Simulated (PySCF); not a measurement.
## Computed structure and properties of ErO(OH)

System: ErO(OH) (singlet in the valence; each metal's 4f electrons, 11 of them, lie in its core potential, out of spins and levels); start: template (C1). Method: PySCF 2.14.0, RKS PBE0, Er lcecp-1-SVP with ECP57, O def2-SVP, H def2-SVP; non-relativistic Hamiltonian with scalar-relativistic core potentials where named; density fitting; no spin-orbit coupling.

Input of the relaxation:

```python
mol = gto.M(atom='''
Er     0.03961    -0.00046    -0.13361
O      1.67591    -0.00046     0.59869
O     -1.90619    -0.00046     0.73719
H     -2.86579     0.09014     0.79629''',
    basis={'Er': 'lcecp-1-SVP', 'O': 'def2-SVP', 'H': 'def2-SVP'},
    ecp={'Er': 'lcecp-1-SVP'},
    charge=0, spin=0)
mf = dft.RKS(mol, xc='PBE0')
mf.grids.atom_grid = (50, 194)  # f atoms: unpruned, at least (60, 302)
mf = mf.density_fit()  # fitting sets: Er AutoAux, O def2-universal-JKFIT, H def2-universal-JKFIT
mf.conv_tol = 1e-08; mf.max_cycle = 55
mf.kernel(dm0)  # dm0: converged density of the start geometry
# quasi-Newton relaxation in Cartesian coordinates to a largest gradient under 0.00045 Eh/bohr, steps kept in the point group
```

Run from Python with OMP_NUM_THREADS=2; the lines above give its settings. Where DIIS fails, smearing, a level shift and second-order steps follow.
It took 48 s on 2 threads of Arm Neoverse V1, with other jobs on the host, from the converged density of the start.

Course of the relaxation:

```
step  energy above end (eV)  largest force component within the symmetry (eV/Å)
   0                 0.3803                                               2.016
   1                 0.2799                                               0.560
   2                 0.1989                                               1.156
   3                 0.1822                                               1.284
   4                 0.1300                                               0.753
   5                 0.0936                                               1.201
   6                 0.0684                                               0.565
   7                 0.0545                                               0.731
  11                 0.0012                                               0.195
  12                 0.0006                                               0.061
  13                 0.0004                                               0.059
  14                 0.0002                                               0.042
  15                 0.0000                                               0.026
  16                 0.0000                                               0.010
```
(The steps between are left out.)

Relaxed geometry (Cs):

```xyz
4

Er   -0.0178   -0.0436   -0.4086
O     1.2380    0.0316    0.9064
O    -1.9115    0.0227    0.3286
H    -2.3652    0.0780    1.1722
```

```tsv
contact	Å
Er1–O2 (O)	1.820
Er1–O3 (OH)	2.033
```

On the finer grid (75, 302):

```yaml
HOMO: -6.30 eV
LUMO: -2.20 eV
Dipole_about_the_centre_of_mass: 6.19 D
Set_of_Mulliken_populations_of_Er1_outside_the_core_potential: s 2.18, p 6.29, d 1.67, f 0.08
D3_BJ_dispersion_energy_not_in_the_energies: -0.041 eV
```

```tsv
atom	Mulliken (e)	Löwdin (e)	spin (e)
Er1	0.79	0.59	0.00
O2	-0.46	-0.39	0.00
O3	-0.52	-0.29	0.00
H4	0.19	0.08	0.00
```

The 4f levels lie in the core potential and are missing. Their spin isn't counted.

On the grid (50, 194), as all that follows. Harmonic modes: a minimum; lowest 155 cm⁻¹ (negative: unstable), highest 3969 cm⁻¹, zero-point energy 0.402 eV.

Rigid scan of O along the line from its metal:

(distance to O2 (Å), energy (eV)): (1.52, 2.594), (1.62, 0.984), (1.72, 0.211), (1.82, 0.000), (1.92, 0.157), (2.02, 0.546), (2.12, 1.070), (2.27, 1.976)

Taking off one OH (charge -1, singlet; the rest: singlet) in vacuum, both parts rigid, costs 11.31 eV; the small basis without counterpoise inflates it. Most of it is the attraction of opposite charges; other ways to part are cheaper, and one spin state was tried for the rest.

Rigid scan of OH along the line from its metal:

(distance to O3 (Å), energy (eV)): (1.73, 1.411), (1.83, 0.536), (1.93, 0.115), (2.03, 0.000), (2.13, 0.086), (2.23, 0.300), (2.43, 0.928), (2.73, 1.998), (3.13, 3.241), (3.63, 4.305)

One start shape was tried, so this needn't be the lowest isomer.

An lcecp potential fixes the number of 4f electrons, so in runs with it no electron can move into or out of that shell.
